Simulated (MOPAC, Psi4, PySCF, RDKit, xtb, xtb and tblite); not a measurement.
Two geometries of SMILES O=CC[SiH2]B(O)O, relaxed at GFN2-xTB with one dihedral held; other torsions can differ between them too.

Structure A

```
14

O     -1.4756     0.9732    -1.4832
C     -1.9340     0.2502    -0.6280
C     -1.2491    -0.9177    -0.0488
Si     0.6848    -0.6990    -0.0420
B      1.4541    -0.3553    -1.8339
O      2.6719    -0.9005    -2.0738
O      0.8955     0.3859    -2.8142
H     -2.9257     0.4891    -0.1959
H     -1.6648    -1.1564     0.9270
H     -1.4607    -1.7700    -0.6977
H      1.1312    -1.9246     0.6425
H      0.8855     0.3813     0.9464
H      3.0342    -0.6992    -2.9402
H      0.0340     0.7715    -2.6066
```

Structure B

```
14

O      3.1495    -0.2966    -1.1703
C      2.2478    -0.1500    -0.3692
C      0.8821    -0.6375    -0.5378
Si     0.9383    -2.5899    -0.7249
B      1.9587    -3.1050    -2.3439
O      1.6358    -4.3037    -2.8902
O      2.9239    -2.3803    -2.9420
H      2.4687     0.3187     0.6080
H      0.4725    -0.2867    -1.4839
H      0.2351    -0.3241     0.2734
H      1.4717    -3.0508     0.5725
H     -0.4933    -2.9323    -0.6781
H      2.1452    -4.5354    -3.6708
H      3.1628    -1.5406    -2.5195
```

**Question.** Which is lower in energy at the level B3LYP-D3(BJ)/def2-SVP // GFN2-xTB (Psi4), and by how much?

**Answer.** B is lower, by 1.18 kcal/mol (dihedral O1–C2–C3–Si4: 30° in A, 60° in B).

E(B) − E(A) in kcal/mol at the other levels, on the same two geometries: GFN2-xTB (xtb and tblite) -2.14; B3LYP/def2-SVP // GFN2-xTB (Psi4) -1.02; PBE/def2-SVP // GFN2-xTB (Psi4) -1.40; PBE-D3(BJ)/def2-SVP // GFN2-xTB (Psi4) -1.49; UFF // GFN2-xTB (RDKit) 11.69; AM1, restricted, heats of formation // GFN2-xTB (MOPAC) 0.61; PM3, restricted, heats of formation // GFN2-xTB (MOPAC) -0.71; GFN1-xTB // GFN2-xTB (xtb) -1.38; restricted B3LYP/6-31G*, spherical d, density fitting // GFN2-xTB (PySCF) -1.24; restricted M06-2X/6-31G*, spherical d, density fitting // GFN2-xTB (PySCF) -0.92; restricted LDA (SVWN5)/6-31G*, spherical d, density fitting // GFN2-xTB (PySCF) -1.95; restricted MP2 (frozen core)/6-31G*, spherical d // GFN2-xTB (PySCF) -1.05.
